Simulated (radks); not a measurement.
Task: The terbium ion Tb8+ is in [Kr] 4d10 4f7 5s2 5p2. Calculated with a radial shooting solver on a logarithmic mesh with Libxc functionals: non-relativistic Kohn-Sham, PBE, spin-polarised, spherical densities, point nucleus. Open shells are filled with parallel spins first. One electron is removed from 4d, 5s, 5p, 4f in turn, with full relaxation. Which removal costs least, and what does each cost?

Result: 5p 138.06 eV; 4f 145.42 eV; 5s 153.06 eV; 4d 284.24 eV. The 5p electron leaves first.
